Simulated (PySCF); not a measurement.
**From computed data to an observable: chemical shift, span and skew from a shielding tensor**

C2H8BFN2, SMILES C[C@H](F)B(N)N. Atoms are numbered in the order given.

```xyz
14

C      1.7564    -0.3516     0.6415
C      0.7474     0.0667    -0.4127
F      0.8575     1.4648    -0.5828
B     -0.7642    -0.3014    -0.0343
N     -1.1362    -1.6639     0.0914
N     -1.6460     0.7753     0.1872
H      1.5166     0.1165     1.6096
H      2.7785    -0.0535     0.3571
H      1.7410    -1.4439     0.7832
H      1.0265    -0.3845    -1.3865
H     -0.5019    -2.4269    -0.1001
H     -2.0699    -1.9737     0.3280
H     -1.3112     1.7230     0.0671
H     -2.6228     0.6962     0.4351
```

Coordinates come from a r2SCAN-D4/def2-SVP optimisation. The structure was generated by enumeration; whether it is a known compound was not checked. The values are those of a single conformer.

GIAO shieldings from PySCF with PBE/pcSseg-1, non-relativistic, no solvent. The symmetric part of the tensor of C2 has the principal values 47.0, 64.2, 159.1 ppm. The same nucleus in TMS has σ = 182.0 ppm at this level (PySCF, at its B3LYP-D3(BJ)/def2-TZVP geometry).

Question: Work out the isotropic shielding, the ¹³C shift against TMS, the span and the skew.

Answer: 
σ(iso) = (σ11 + σ22 + σ33)/3 = 90.1 ppm. δ = σ(ref) − σ(iso) = 182.0 − (90.1) = 91.9 ppm.
Span Ω = σ33 − σ11 = 112.1 ppm. Skew κ = 3(σ(iso) − σ22)/Ω = 0.69. Tumbling in solution averages the tensor to δ; in a static solid the shielding alone would spread this spin-1/2 line over Ω.
